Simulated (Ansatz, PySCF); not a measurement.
Si(AsH2)(F)2(H) (AsF2H3Si), SMILES [AsH2][SiH](F)F.

Geometry optimised at PBE0-D3(BJ)/def2-SVP. This is a generated structure with no PubChem entry under its InChIKey; it may be hypothetical.

Vertical ionisation energy (IE) and electron affinity (EA) in eV. Rows of orbital energies are one-electron estimates. Where ΔSCF, EOM or ADC give a negative EA the extra electron is unbound and the value depends on the basis.

```csv
level,IE,EA
"−ε(HOMO), −ε(LUMO), ωB97X/def2-TZVP (PySCF)",10.25,-2.01
"−ε(HOMO), −ε(LUMO), PBE/def2-TZVP (PySCF)",6.90,0.99
"ΔSCF, CAM-B3LYP/def2-SVPD (Ansatz), final states of multiplicity 2 and 2",10.39,-1.29
"ΔSCF, PBE/def2-SVPD (Ansatz), final states of multiplicity 2 and 2",10.08,-1.07
```

**Question.** What vertical singlet–triplet gap does ΔSCF give with CAM-B3LYP/def2-SVPD (Ansatz, a program for electronic structure) and with PBE/def2-SVPD (Ansatz)? (Estimate from the structure and the level; the computed values follow.)

**Answer.** 5.74 and 5.44 eV (triplet above singlet where positive).
